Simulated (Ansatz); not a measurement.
`[BH2][SnH2][OH]` + `B[SiH2]O` → `BO[SiH2]B` + `[OH][SnH3]` at 400 K and 1 bar (cleavage of the B–Sn bond).

Program: Ansatz. Geometries: PBE0-D4/def2-TZVP. ΔE: electronic, gas phase. CCSD(T)/CBS is the MP2 limit (def2-TZVPP, def2-QZVPP) plus CCSD(T) − MP2 in def2-TZVPP, frozen cores. def2 core potentials past Kr. For Sn outer-core shells are correlated without core-valence functions, which leaves a few kJ/mol of doubt a bond. One conformer a species, not always the lowest.

| species | CCSD(T)/CBS energy (Eh) | H − E (kJ/mol) | S (J/(mol·K)) |
| --- | --- | --- | --- |
| `[BH2][SnH2][OH]` | -316.96213 | 150.6 | 363.6 |
| `B[SiH2]O` | -392.05150 | 158.9 | 327.5 |
| `BO[SiH2]B` | -417.47687 | 196.4 | 367.5 |
| `[OH][SnH3]` | -291.59405 | 108.6 | 309.2 |

H − E and S are ideal-gas, rigid-rotor, harmonic terms from PBE0-D4/def2-TZVP, for one conformer and one mirror image of each species. 1 Eh = 2625.50 kJ/mol, R = 8.31446 J/(mol·K).

Question: By hand: ΔE, ΔH, ΔS and ΔG.

Answer: ΔE = (-417.47687) + (-291.59405) − (-316.96213) − (-392.05150) = -0.05729 Eh = -150.4 kJ/mol. Δ(H − E) = 196.4 + 108.6 − 150.6 − 158.9 = -4.5, so ΔH = -154.9 kJ/mol. ΔS = 367.5 + 309.2 − 363.6 − 327.5 = -14.4 J/(mol·K). ΔG = -154.9 − 400 × (-14.4)/1000 = -149.1 kJ/mol.

Question: By hand: the equilibrium constant, and the temperature at which ΔG would vanish if ΔH and ΔS stayed fixed.

Answer: log₁₀ K = −ΔG/(RT ln 10) = 19.5. ΔG = 0 at ΔH/ΔS = 10757 K, far beyond where these terms or the molecules hold.

The number of gas molecules stays the same, so ΔS is small and ΔH decides. A doubt of 5 kJ/mol in ΔE shifts log₁₀ K by 0.7 here. Other conformers and mirror images would add mixing entropy, several J/(mol·K) or more a flexible species. Modes under 60 cm⁻¹, often nearly free rotors, make the harmonic entropy too high. These are equilibria of isolated gas molecules and say nothing of rates. Largest T1 diagnostic: 0.014 (customary marks: 0.02 for closed shells, 0.045 for open ones).
